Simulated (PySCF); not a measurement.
From computed data to an observable: oscillator strength and radiative lifetime

Sn(H)3(NH2) (H5NSn), SMILES [SnH3][NH2].

Geometry: B3LYP-D3(BJ)/def2-TZVP. The def2 effective core potentials stand for the cores of Sn; spin–orbit coupling is left out.

TDDFT-CAM-B3LYP/def2-SVPD in PySCF puts the first singlet state with f over 0.02 at 5.81 eV (vertical), with the transition dipole (-0.393, 0.372, 0.000) in atomic units.

Task: Find the oscillator strength, the wavelength and the radiative lifetime that this transition would have in vacuum if emission retraced absorption.

Result: 
|μ|² = 0.2928 au, so |μ| = 1.38 D. ΔE = 5.81/27.211 = 0.2135 hartree. f = (2/3) ΔE |μ|² = 0.042 (the program prints 0.042).
λ = 1239.84/5.81 = 213 nm; ν = 46861 cm⁻¹.
Einstein's coefficient A = 0.6670 ν² f s⁻¹ (ν in cm⁻¹) = 6.1e7 s⁻¹, so τ = 1/A = 16 ns. This state is S1. The figure is the radiative limit of this one transition; relaxation, internal conversion, crossing to triplets and a medium change what is measured.
